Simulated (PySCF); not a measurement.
**Telling isomers of C6H8O apart by NMR**

PySCF calculation with σ from GIAO-PBE0/pcSseg-1 and structure optimised with GFN2-xTB; in vacuum, non-relativistic, equivalent nuclei averaged, one computed conformer.

Chemical shifts δ = σref − σ; 1H and 13C vs TMS, all at this level. Where no couplings were computed, multiplicities follow the n + 1 count of equivalent neighbours, and m marks all less simple cases (inequivalent or close neighbours, rings, F or P nearby). Shifts are as computed. Against solution values, carbons near 30 ppm lie about +3 ppm off and those near 130 ppm about +5 ppm. Of 1211 compounds with measured shifts, 218 miss one by over three times the rms of a fit or turn the order of signals round; such compounds aren't used in these exercises. OH and NH positions are gas-phase values without hydrogen bonding to other molecules.

(1) Tabulate the signals of `Cc1ccoc1C`, `C=C=C(C=C)CO`, `C=C/C=C/C(C)=O`, `C=C=C=CCOC` and their relative energies.

(2) What is the quickest way to tell C=C=C(C=C)CO from C=C/C=C/C(C)=O?

(3) What is the quickest way to tell C=C=C(C=C)CO from C=C=C=CCOC?

(4) What is the quickest way to tell Cc1ccoc1C from C=C=C(C=C)CO?

Answers

(1) 
| SMILES | carbon types | δC | δH | E rel. (kcal/mol) |
| --- | --- | --- | --- | --- |
| Cc1ccoc1C | 2×C 2×CH 2×CH3 | 151.7, 144.1, 121.9, 119.8, 13.9, 11.9 | 7.28 (m, 1H), 6.46 (m, 1H), 2.44 (s, 3H), 2.18 (s, 3H) | 0.0 |
| C=C=C(C=C)CO | 2×C 1×CH 3×CH2 | 222.2, 140.7, 117.5, 114.3, 84.5, 62.9 | 6.60 (m, 1H), 5.38 (s, 2H), 5.28 (m, 1H), 5.12 (m, 1H), 4.51 (s, 2H), 0.45 (br s, 1H) | 51.6 |
| C=C/C=C/C(C)=O | 1×C 3×CH 1×CH2 1×CH3 | 199.3, 151.1, 144.2, 137.1, 132.9, 34.0 | 7.60 (m, 1H), 6.76 (m, 1H), 6.20 (d, 1H), 6.13 (m, 1H), 6.01 (m, 1H), 2.22 (s, 3H) | 15.6 |
| C=C=C=CCOC | 2×C 1×CH 2×CH2 1×CH3 | 186.0, 176.8, 121.3, 99.7, 79.8, 61.0 | 6.22 (t, 1H), 5.53 (s, 2H), 4.16 (d, 2H), 3.57 (s, 3H) | 69.2 |

Energies are electronic energies at PBE0/pcSseg-1 on these geometries, without zero-point or thermal terms, each for the one conformer computed, which needn't be the lowest.

(2) Both give the same number of carbon signals, but DEPT or the intensities differ. The first has a terminal carbon of a cumulated C=C=C unit (C) at 114.3 ppm, the second a methyl carbon α to a carbonyl (CH3) at 34.0 ppm. Their most deshielded carbons lie at 222.2 and 199.3 ppm. In the proton spectra the most deshielded non-exchanging signals are 6.60 (m, 1H) and 7.60 (m, 1H).

(3) Both give the same number of carbon signals, but DEPT or the intensities differ. The first has a terminal carbon of a cumulated C=C=C unit (C) at 114.3 ppm, the second a methyl carbon bonded to O (CH3) at 61.0 ppm. Their most deshielded carbons lie at 222.2 and 186.0 ppm.

(4) Both give the same number of carbon signals, but DEPT or the intensities differ. The first has a methyl carbon on an aromatic ring (CH3) at 13.9 ppm, the second a central carbon of an allene (C) at 222.2 ppm. Their most deshielded carbons lie at 151.7 and 222.2 ppm. In the proton spectra the most deshielded non-exchanging signals are 7.28 (m, 1H) and 6.60 (m, 1H).
